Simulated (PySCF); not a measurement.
## W²⁺ (tungsten, charge +2) across methods

[Xe] 4f14 5d3 6s1, high-spin 5F determinant (an excited configuration). Computed with PySCF 2.14 in x2c-TZVPPall with one added diffuse shell each of s, p, d, f type (12s8p8d4f1g, 113 functions), with scalar relativity by spin-free X2C-1e.

```json
{"method": "UHF", "E (hartree)": "-16137.39719", "mean ε 5p β (eV)": "-69.185", "mean ε 5d α (eV)": "-28.899", "mean ε 6s α (eV)": "-23.642", "Σ⟨r²⟩ (bohr²)": "45.62", "⟨S²⟩": "6.006"}
{"method": "PBE0", "E (hartree)": "-16142.34", "mean ε 5p β (eV)": "-63.573", "mean ε 5d α (eV)": "-24.870", "mean ε 6s α (eV)": "-21.950", "Σ⟨r²⟩ (bohr²)": "45.48", "⟨S²⟩": "6.002"}
{"method": "PBE", "E (hartree)": "-16142.56", "mean ε 5p β (eV)": "-61.218", "mean ε 5d α (eV)": "-23.280", "mean ε 6s α (eV)": "-21.234", "Σ⟨r²⟩ (bohr²)": "45.60", "⟨S²⟩": "6.001"}
{"method": "LDA", "E (hartree)": "-16132.19", "mean ε 5p β (eV)": "-61.676", "mean ε 5d α (eV)": "-23.341", "mean ε 6s α (eV)": "-21.560", "Σ⟨r²⟩ (bohr²)": "45.60", "⟨S²⟩": "6.001"}
{"method": "r2SCAN", "E (hartree)": "-16142.67", "mean ε 5p β (eV)": "-62.367", "mean ε 5d α (eV)": "-23.829", "mean ε 6s α (eV)": "-21.481", "Σ⟨r²⟩ (bohr²)": "45.47", "⟨S²⟩": "6.003"}
```

Spin-orbit coupling, absent here, splits the open shell strongly.
